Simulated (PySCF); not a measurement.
A side-by-side comparison of computed properties.

First species: C₄H₁₂OSi.
SMILES: `CC(C)(C)[SiH2]O`

Second species: C₂H₅ClO₂S.
Atom-mapped SMILES: `[CH3:1][CH2:2][S:3](=[O:4])(=[O:5])[Cl:6]` (hydrogens: H7, H8, H9 on C1; H10, H11 on C2)

Levels: B3LYP/def2-SVPD for dipole moment, HOMO energy, LUMO energy, HOMO–LUMO gap, static isotropic polarisability and electronic spatial extent ⟨r²⟩ about the centre of nuclear charge; TDDFT B3LYP/def2-SVPD for lowest singlet excitation; PBE0-D3(BJ)/def2-SVP for rotational constant A and rotational constant C. Geometries: PBE0-D3(BJ)/def2-SVP. Each structure is a single optimised conformer of the isolated species, non-relativistic unless stated. Electronic properties by PySCF.

Dipoles, sizes and rotational constants follow the conformer. The torsions of the flexible species, by atom-mapped SMILES:
- `[CH3:1][C:2]([CH3:3])([CH3:4])[SiH2:5][OH:6]`: C1–C2–Si5–O6 -61°, H–O6–Si5–C2 -77°
- `[CH3:1][CH2:2][S:3](=[O:4])(=[O:5])[Cl:6]`: C1–C2–S3–O4 -48°

(1) Which has the higher rotational constant C?

(2) Which has the higher ⟨r²⟩?

(3) Which of the two has the higher HOMO–LUMO gap, and by how much?

(4) Which of the two has the higher static isotropic polarisability, and by how much?

(5) Which has the higher dipole moment?

(6) Which of the two has the higher HOMO energy, and by how much?

(7) Which has the higher rotational constant A?

(8) Which of the two has the higher S1 energy, and by how much?

Results:

(1) The first: 1.858 GHz against 1.715 GHz, a difference of 0.143 GHz.

(2) The first: 831 bohr² against 795 bohr², a difference of 36 bohr².

(3) The first: 7.25 eV against 6.60 eV, a difference of 0.65 eV.

(4) The first: 81.5 au against 68.7 au, a difference of 12.8 au.

(5) The second: 4.29 D against 1.56 D, a difference of 2.73 D.

(6) The first: -7.44 eV against -8.93 eV, a difference of 1.49 eV.

(7) The first: 3.799 GHz against 2.713 GHz, a difference of 1.086 GHz.

(8) The first: 6.30 eV against 5.31 eV, a difference of 0.99 eV.

On the first: In wavenumbers S1 is 50800 cm⁻¹ (1 eV = 8065.54 cm⁻¹). No computed singlet falls in the visible range (750 to 380 nm, 1.65 to 3.26 eV); S1 lies 3.04 eV above its blue end.

On the second: S1 lies 1.29 eV below the HOMO–LUMO gap; its leading configuration is HOMO→LUMO, weight 0.97. A dipole of 4.29 D is allowed in C1, and pure rotational transitions are dipole-allowed.
